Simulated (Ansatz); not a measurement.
Geometry optimisation, RKS PBE-D4/def2-SVP (Ansatz 0.2.0).

The input (input.yaml):

```yaml
crystal:
  periodic: [false, false, false]
  atoms:
    - { symbol: Ta, position_ang: [-0.660297, -0.57646, 0.466114] }
    - { symbol: F, position_ang: [2.120015, 0.852435, 0.370714] }
    - { symbol: F, position_ang: [-0.561283, -0.33835, 2.354591] }
    - { symbol: F, position_ang: [-0.29979, -1.148623, -1.315482] }
    - { symbol: O, position_ang: [-0.604458, 1.27162, 0.06941] }
    - { symbol: H, position_ang: [0.201485, 1.828948, 0.034305] }
    - { symbol: F, position_ang: [-2.424019, -1.222092, 0.477843] }
    - { symbol: "N", position_ang: [0.966839, -1.860704, 0.863334] }
    - { symbol: H, position_ang: [1.272456, -2.5406, 0.158781] }
    - { symbol: H, position_ang: [1.156006, -2.183842, 1.817793] }
    - { symbol: H, position_ang: [2.265545, -0.053331, 0.5648] }
basis:
  gaussian: { orbitals: def2-SVP }
hamiltonian:
  xc: pbe
  dispersion: d4
relax:
  f_tol: 0.03
  max_steps: 50
output:
  orbitals: {}
```

Command:

```bash
$ ansatz run input.yaml --threads 4 --pin off --max-ram 5120MiB --backend cpu --events-out ev --progress --plain --runs-dir out
```

Task: Where does it end, and by what steps?

Result: It converged. The force dipped under the threshold on the way, but the program's further checks kept it going. After 23 steps the energy has fallen by 1.960 eV; H11 moved furthest, 1.77 Å. Parted: F2–H11. Joined: Ta1–F2, N8–H11.

```tsv
step	energy less start (eV)	largest force component (eV/Å)	accepted
0	0.0000	1.272	yes
1	-0.1672	0.522	yes
2	-0.2442	0.412	yes
3	-0.2573	0.241	yes
4	-0.2677	0.123	yes
5	-0.3363	0.463	yes
6	-0.5415	1.453	yes
7	-0.7119	1.526	yes
8	-1.0800	2.019	yes
9	-1.3949	1.783	yes
10	-1.6040	0.747	yes
11	-1.6965	1.471	yes
12	-1.8119	0.573	yes
13	-1.8724	0.516	yes
14	-1.9213	0.198	yes
15	-1.9417	0.213	yes
16	-1.8697	2.461	no
17	-1.9506	0.077	yes
18	-1.9554	0.155	yes
19	-1.9589	0.021	yes
20	-1.9115	1.617	no
21	-1.9592	0.043	yes
22	-1.9597	0.034	yes
23	-1.9598	0.002	yes
```

```xyz
11
Properties=species:S:1:pos:R:3
Ta -0.020 0.004 0.391
F 1.789 0.639 0.385
F 0.022 0.104 2.304
F 0.286 -0.686 -1.369
O -0.930 1.588 -0.015
H -1.377 2.418 -0.225
F -1.486 -1.216 0.548
N 1.140 -1.976 0.901
H 0.987 -2.706 0.192
H 0.869 -2.359 1.816
H 2.151 -1.782 0.933
```

The run took 45 s on 4 threads of Arm Neoverse V2, with other jobs on the host, peak memory 0.2 GiB.
